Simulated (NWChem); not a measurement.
System: AlPH$_{4}$O$_{2}$; SMILES [OH][Al]([OH])[PH2]

Output (shortened):

```
             Northwest Computational Chemistry Package (NWChem) 7.3.0
             --------------------------------------------------------

 CS  symmetry detected

                             Geometry "geometry" -> ""
                             -------------------------

 Output coordinates in angstroms (scale by  1.889725989 to convert to a.u.)

  No.       Tag          Charge          X              Y              Z
 ---- ---------------- ---------- -------------- -------------- --------------
    1 Al                  13.0000    -0.02465107    -0.52928685     0.00000000
    2 O                    8.0000    -0.01379765    -1.26382712    -1.47611545
    3 H                    1.0000    -0.02391938    -1.74301574    -2.29145631
    4 O                    8.0000    -0.01379765    -1.26382712     1.47611545
    5 H                    1.0000    -0.02391938    -1.74301574     2.29145631
    6 P                   15.0000    -0.07834566     1.78950186     0.00000000
    7 H                    1.0000     0.88212499     1.87273326     1.00586694
    8 H                    1.0000     0.88212499     1.87273326    -1.00586694

 Effective nuclear repulsion energy (a.u.)     202.2947459246

      Symmetry information
      --------------------

 Group name             Cs
 Group number              2
 Group order               2
 No. of unique centers     5

                                Z-matrix (autoz)
                                --------

 Units are Angstrom for bonds and degrees for angles

      Type          Name      I     J     K     L     M      Value
      ----------- --------  ----- ----- ----- ----- ----- ----------
    1 Stretch                  1     2                       1.64881
    2 Stretch                  1     4                       1.64881
    3 Stretch                  1     6                       2.31941
    4 Stretch                  2     3                       0.94578
    5 Stretch                  4     5                       0.94578
    6 Stretch                  6     7                       1.39327
    7 Stretch                  6     8                       1.39327
    8 Bend                     1     6     7                92.50825
    9 Bend                     1     6     8                92.50825
   10 Bend                     2     1     4               127.08357
   11 Bend                     2     1     6               116.45722
   12 Bend                     3     1     4               125.63417
   13 Bend                     3     1     6               117.90137
   14 Bend                     4     1     6               116.45722
   15 Bend                     5     1     2               125.63417
   16 Bend                     5     1     6               117.90137
   17 Bend                     7     6     8                92.43096
   18 Torsion                  1     2     4     5         177.94341
   19 Torsion                  2     1     6     7        -136.51171
   20 Torsion                  2     1     6     8         -43.96604
   21 Torsion                  1     4     2     3        -177.94341
   22 Torsion                  4     1     6     7          43.96604
   23 Torsion                  4     1     6     8         136.51171
   24 Torsion                  1     6     2     3         178.05966
   25 Torsion                  1     6     4     5        -178.05966

  xc_inp: hfexch multiplicative factor not found.

                           NWChem Geometry Optimization
                           ----------------------------

 maximum gradient threshold         (gmax) =   0.000450
 rms gradient threshold             (grms) =   0.000300
 maximum cartesian step threshold   (xmax) =   0.001800
 rms cartesian step threshold       (xrms) =   0.001200
 fixed trust radius                (trust) =   0.300000
 source of zmatrix                         =   autoz

          -------------------
          Energy Minimization
          -------------------

 Using diagonal initial Hessian
 Scaling for Hessian diagonals: bonds = 1.00  angles = 0.25  torsions = 0.10

          --------
          Step   0

                                 NWChem DFT Module
                                 -----------------

 Summary of "ao basis" -> "ao basis" (spherical)
 ------------------------------------------------------------------------------
       Tag                 Description            Shells   Functions and Types
 ---------------- ------------------------------  ------  ---------------------
 Al                         def2-svp                 8       18   4s3p1d
 O                          def2-svp                 6       14   3s2p1d
 H                          def2-svp                 3        5   2s1p
 P                          def2-svp                 8       18   4s3p1d

      Symmetry analysis of basis
      --------------------------

        a'         50
        a"         34

            General Information
            -------------------
          SCF calculation type: DFT
          Wavefunction type:  closed shell.
          No. of atoms     :     8
          No. of electrons :    48
           Alpha electrons :    24
            Beta electrons :    24
          Charge           :     0
          Spin multiplicity:     1
          Use of symmetry is: on ; symmetry adaption is: on
          Maximum number of iterations: 150
          AO basis - number of functions:    84
                     number of shells:    40
          Convergence on energy requested:  1.00D-06
          Convergence on density requested:  1.00D-05
          Convergence on gradient requested:  5.00D-04

              XC Information
              --------------
                     Hartree-Fock (Exact) Exchange  1.000

      Superposition of Atomic Density Guess
      -------------------------------------

[...]

      ----------------------
      Optimization converged
      ----------------------

  Step       Energy      Delta E   Gmax     Grms     Xrms     Xmax
  ---- ---------------- -------- -------- -------- -------- --------
@   16    -734.53355094 -2.6D-08  0.00003  0.00001  0.00034  0.00064
                                     ok       ok       ok       ok

                                Z-matrix (autoz)
                                --------

 Units are Angstrom for bonds and degrees for angles

      Type          Name      I     J     K     L     M      Value     Gradient
      ----------- --------  ----- ----- ----- ----- ----- ---------- ----------
    1 Stretch                  1     2                       1.68328    0.00002
    2 Stretch                  1     4                       1.68328    0.00002
    3 Stretch                  1     6                       2.32486    0.00003
    4 Stretch                  2     3                       0.93936    0.00001
    5 Stretch                  4     5                       0.93936    0.00001
    6 Stretch                  6     7                       1.41334    0.00000
    7 Stretch                  6     8                       1.41334    0.00000
    8 Bend                     1     6     7                96.45266   -0.00001
    9 Bend                     1     6     8                96.45266   -0.00001
   10 Bend                     2     1     4               123.23010   -0.00000
   11 Bend                     2     1     6               118.34279    0.00000
   12 Bend                     3     1     4               107.80238    0.00000
   13 Bend                     3     1     6               133.71093   -0.00000
   14 Bend                     4     1     6               118.34279    0.00000
   15 Bend                     5     1     2               107.80238    0.00000
   16 Bend                     5     1     6               133.71093   -0.00000
   17 Bend                     7     6     8                96.60477   -0.00000
   18 Torsion                  1     2     4     5         179.03252    0.00000
   19 Torsion                  2     1     6     7        -140.32891    0.00000
   20 Torsion                  2     1     6     8         -42.90078   -0.00000
   21 Torsion                  1     4     2     3        -179.03252   -0.00000
   22 Torsion                  4     1     6     7          42.90078    0.00000
   23 Torsion                  4     1     6     8         140.32891   -0.00000
   24 Torsion                  1     6     2     3          23.61168   -0.00000
   25 Torsion                  1     6     4     5         -23.61168    0.00000

                         Geometry "geometry" -> "geometry"
                         ---------------------------------

 Output coordinates in angstroms (scale by  1.889725989 to convert to a.u.)

  No.       Tag          Charge          X              Y              Z
 ---- ---------------- ---------- -------------- -------------- --------------
    1 Al                  13.0000     0.00651819    -0.41721939     0.00000000
    2 O                    8.0000    -0.02521482    -1.21680991    -1.48090543
    3 H                    1.0000    -0.07579185    -2.11021007    -1.76668908
    4 O                    8.0000    -0.02521482    -1.21680991     1.48090543
    5 H                    1.0000    -0.07579185    -2.11021007     1.76668908
    6 P                   15.0000    -0.02261264     1.90746309     0.00000000
    7 H                    1.0000     0.90196348     2.07789604     1.05529340
    8 H                    1.0000     0.90196348     2.07789604    -1.05529340

 Effective nuclear repulsion energy (a.u.)     200.0513811322

      Symmetry information
      --------------------

 Group name             Cs
 Group number              2
 Group order               2
 No. of unique centers     5

                Final and change from initial internal coordinates
                --------------------------------------------------

                                Z-matrix (autoz)
                                --------

 Units are Angstrom for bonds and degrees for angles

[...]
```

Level: Hartree-Fock/def2-SVP. 

Task: Which NWChem input produces such a log?

Result: Several could match; the one computed here: the input that was run:
```
start job
memory heap 200 mb stack 900 mb global 1100 mb
geometry units angstroms
  Al    -0.359400     0.024347    -0.401762
  O     -1.464600    -1.196476    -0.475098
  H     -2.133603    -1.859414    -0.561427
  O     -0.209135     1.293661    -1.443962
  H     -0.184676     2.006165    -2.065449
  P      1.137072    -0.039291     1.369166
  H      2.214662     0.290392     0.551153
  H      1.359153    -1.406458     1.211365
end
basis spherical
  * library def2-svp
end
dft
  xc hfexch
  iterations 150
end
driver
  maxiter 150
end
task dft optimize
```
